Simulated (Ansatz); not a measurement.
`C/C=C/[SiH2]N` → `C/C=C/N` + `[SiH2]`  (silylene formation by 1,1-elimination)

Calculated with Ansatz (gas phase, PBE0-D4/def2-TZVP geometries, no zero-point term in ΔE). CCSD(T)/CBS is the MP2 limit (def2-TZVPP, def2-QZVPP) plus CCSD(T) − MP2 in def2-TZVPP, frozen cores. This one scheme is used for every species. Double bonds are as drawn, so ΔE can hold a change between cis and trans. Functionals use def2-TZVPP. B3LYP here is the variant with VWN-RPA as its local correlation; programs differ in this. Each species was taken in one conformer, which may not be the lowest.

```json
{"level": "LDA (SPW92)", "ΔE (kcal/mol)": "82.4", "difference from CCSD(T)/CBS": "0.8"}
{"level": "BLYP-D4", "ΔE (kcal/mol)": "75.1", "difference from CCSD(T)/CBS": "-6.5"}
{"level": "r2SCAN-D4", "ΔE (kcal/mol)": "83.8", "difference from CCSD(T)/CBS": "2.2"}
{"level": "B97M-V", "ΔE (kcal/mol)": "78.9", "difference from CCSD(T)/CBS": "-2.7"}
{"level": "B3LYP-D4", "ΔE (kcal/mol)": "78.3", "difference from CCSD(T)/CBS": "-3.3"}
{"level": "PBE", "ΔE (kcal/mol)": "75.5", "difference from CCSD(T)/CBS": "-6.1"}
{"level": "r2SCAN", "ΔE (kcal/mol)": "83.3", "difference from CCSD(T)/CBS": "1.7"}
{"level": "r2SCANh", "ΔE (kcal/mol)": "83.7", "difference from CCSD(T)/CBS": "2.1"}
{"level": "CAM-B3LYP", "ΔE (kcal/mol)": "78.7", "difference from CCSD(T)/CBS": "-2.9"}
{"level": "RPA@PBE/def2-TZVPP", "ΔE (kcal/mol)": "73.9", "difference from CCSD(T)/CBS": "-7.7"}
{"level": "CCSD/def2-SVP", "ΔE (kcal/mol)": "70.6", "difference from CCSD(T)/CBS": "-11.0"}
{"level": "CCSD(T)/def2-SVP", "ΔE (kcal/mol)": "71.1", "difference from CCSD(T)/CBS": "-10.5"}
{"level": "SCS-MP2/def2-TZVPP", "ΔE (kcal/mol)": "81.9", "difference from CCSD(T)/CBS": "0.3"}
{"level": "CCSD(T)/def2-TZVPP", "ΔE (kcal/mol)": "79.3", "difference from CCSD(T)/CBS": "-2.3"}
{"level": "HF/def2-QZVPP", "ΔE (kcal/mol)": "77.9", "difference from CCSD(T)/CBS": "-3.7"}
{"level": "MP2/def2-QZVPP", "ΔE (kcal/mol)": "86.4", "difference from CCSD(T)/CBS": "4.8"}
{"level": "CCSD(T)/CBS", "ΔE (kcal/mol)": "81.6", "difference from CCSD(T)/CBS": "0"}
```

(1) What do rigid-rotor, harmonic-oscillator terms from PBE0-D4/def2-TZVP frequencies (298.15 K, 1 bar) make of the CCSD(T)/CBS value? (An estimate is asked.)

Largest T1 diagnostic among the species: 0.014.

Answers

(1) Computed: ΔZPE = -2.9 kcal/mol, ΔH = +79.5 kcal/mol, ΔS = 146 J/(mol·K), ΔG = +69.1 kcal/mol.

Leaving LDA and LC-ωPBE aside and taking each functional with its dispersion term where it has one, the values, not all of them listed here, spread over 9.8 kcal/mol, from BLYP-D4 to r2SCAN0-D4. LDA lies +6.9 kcal/mol from PBE without D4. From r2SCAN to r2SCAN0 (25 % exact exchange), in def2-TZVPP and without D4, ΔE moves by +1.0 kcal/mol. At CCSD(T), def2-SVP lies −10.5 kcal/mol from the extrapolated value and def2-TZVPP −2.3 kcal/mol.

CCSD(T)/CBS has its own doubt, a few kJ/mol and more with outer-core shells, so smaller differences from it don't rank the levels.
